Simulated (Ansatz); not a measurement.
Reaction (redistribution): `[NH2][Na]` + `C[S][GeH]([CH3])[Cl]` → `C[S][Na]` + `[CH3][GeH]([NH2])[Cl]`

Calculated with Ansatz (gas phase, PBE0-D4/def2-TZVP geometries, no zero-point term in ΔE). CBS: MP2 limit from def2 TZ/QZ plus the TZ coupled-cluster correction, frozen cores. DFT in def2-TZVPP. B3LYP here is the variant with VWN-RPA as its local correlation; programs differ in this. HSE06 is defined as in plane-wave codes. For Ge, Na outer-core shells are correlated without core-valence functions, which leaves a few kJ/mol of doubt a bond. Scalar relativity is left out up to krypton. Each species was taken in one conformer, which may not be the lowest.

| level | ΔE (kJ/mol) | difference from CCSD(T)/CBS |
| --- | --- | --- |
| LDA (SPW92) | -87.3 | -0.5 |
| revPBE-D4 | -83.0 | 3.8 |
| r2SCAN-D4 | -89.1 | -2.3 |
| B97M-V | -92.4 | -5.6 |
| PBE0-D4 | -91.5 | -4.7 |
| r2SCANh-D4 | -91.4 | -4.6 |
| r2SCAN0-D4 | -94.7 | -7.9 |
| HSE06-D4 | -91.9 | -5.1 |
| BHLYP-D4 | -96.8 | -10.0 |
| ωB97X-V | -92.6 | -5.8 |
| ωB97M-V | -91.1 | -4.3 |
| B2PLYP | -92.4 | -5.6 |
| PBE-QIDH | -95.8 | -9.0 |
| PBE | -87.5 | -0.7 |
| revPBE | -88.6 | -1.8 |
| BLYP | -89.1 | -2.3 |
| r2SCAN | -90.3 | -3.5 |
| PBE0 | -95.0 | -8.2 |
| B3LYP | -94.7 | -7.9 |
| r2SCAN0 | -96.2 | -9.4 |
| HSE06 | -95.4 | -8.6 |
| BHLYP | -102.9 | -16.1 |
| CAM-B3LYP | -96.2 | -9.4 |
| LC-ωPBE | -95.9 | -9.1 |
| RPA@PBE/def2-TZVPP | -88.8 | -2.0 |
| HF/def2-SVP | -131.7 | -44.9 |
| MP2/def2-SVP | -103.2 | -16.4 |
| CCSD/def2-SVP | -106.5 | -19.7 |
| CCSD(T)/def2-SVP | -103.3 | -16.5 |
| HF/def2-TZVPP | -117.4 | -30.6 |
| MP2/def2-TZVPP | -87.7 | -0.9 |
| SCS-MP2/def2-TZVPP | -90.7 | -3.9 |
| CCSD/def2-TZVPP | -95.5 | -8.7 |
| CCSD(T)/def2-TZVPP | -92.0 | -5.2 |
| HF/def2-QZVPP | -116.4 | -29.6 |
| MP2/def2-QZVPP | -84.3 | 2.5 |
| SCS-MP2/def2-QZVPP | -88.0 | -1.2 |
| HF/CBS(def2) | -116.2 | -29.4 |
| MP2/CBS(def2) | -82.5 | 4.3 |
| CCSD/CBS(def2) | -90.3 | -3.5 |
| CCSD(T)/CBS | -86.8 | 0 |

Largest T1 diagnostic among the species: 0.012.

From BLYP to BHLYP (50 % exact exchange), in def2-TZVPP and without D4, ΔE moves by −13.8 kJ/mol. The D4 term adds +6.1 kJ/mol with B3LYP and +3.6 kJ/mol with PBE0; it sums over pairs of atoms, weighted by their polarisabilities, and B3LYP, whose exchange is more repulsive, gets the larger term. Leaving LDA and LC-ωPBE aside and taking each functional with its dispersion term where it has one, the values, not all of them listed here, spread over 14.8 kJ/mol, from BHLYP-D4 to BLYP-D4.
